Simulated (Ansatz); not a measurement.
A structure relaxed at PBE-D4/def2-SVP in Ansatz, charge 0, singlet:

```xyz
51

C     9.755   -1.103    5.590
C    10.237    0.169    5.376
O     9.353    0.897    4.636
C     8.284    0.084    4.368
C     7.219    0.651    3.591
C     7.030    1.905    3.025
C     5.768    1.863    2.370
C     5.262    0.585    2.575
C     4.049   -0.058    2.171
C     3.538   -1.335    2.374
C     2.277   -1.372    1.718
C     2.091   -0.115    1.153
C     1.035    0.461    0.378
C     0.852    1.718   -0.187
C    -0.408    1.683   -0.843
C    -0.922    0.407   -0.641
C    -2.137   -0.230   -1.047
C    -2.652   -1.506   -0.846
C    -3.913   -1.538   -1.503
C    -4.094   -0.280   -2.068
C    -5.146    0.301   -2.844
C    -5.322    1.560   -3.405
C    -6.583    1.532   -4.065
C    -7.101    0.259   -3.867
C    -8.322   -0.371   -4.281
C    -8.848   -1.639   -4.091
C   -10.113   -1.647   -4.760
C   -10.267   -0.393   -5.307
O    -9.187    0.389   -5.023
O    -6.229   -0.492   -3.124
O    -3.013    0.516   -1.791
O    -0.044   -0.338    0.103
O     3.170    0.685    1.427
O     6.145   -0.154    3.319
C     8.484   -1.165    4.937
H    10.253   -1.901    6.151
H    11.153    0.691    5.671
H     7.731    2.743    3.086
H     5.273    2.663    1.810
H     4.029   -2.137    2.933
H     1.575   -2.209    1.657
H     1.555    2.554   -0.125
H    -0.898    2.487   -1.402
H    -2.164   -2.310   -0.287
H    -4.617   -2.373   -1.566
H    -4.615    2.393   -3.339
H    -7.070    2.337   -4.623
H    -8.374   -2.455   -3.536
H   -10.822   -2.479   -4.828
H   -11.054    0.082   -5.901
H     7.794   -2.013    4.883
```

Task: Give its formula, name or SMILES.

Result: `c1coc(-c2ccc(-c3ccc(-c4ccc(-c5ccc(-c6ccc(-c7ccco7)o6)o5)o4)o3)o2)c1`.

Task: Summarise the bond lengths by kind (pairs closer than 1.2 times the sum of covalent radii, bridged metal pairs left out).

Result: 27 × C–C 1.38 to 1.44 Å; 14 × C–O 1.36 to 1.37 Å; 16 × C–H 1.09 to 1.10 Å.

Single mean-field runs in def2-SVP are fitted with def2-universal-jkfit.
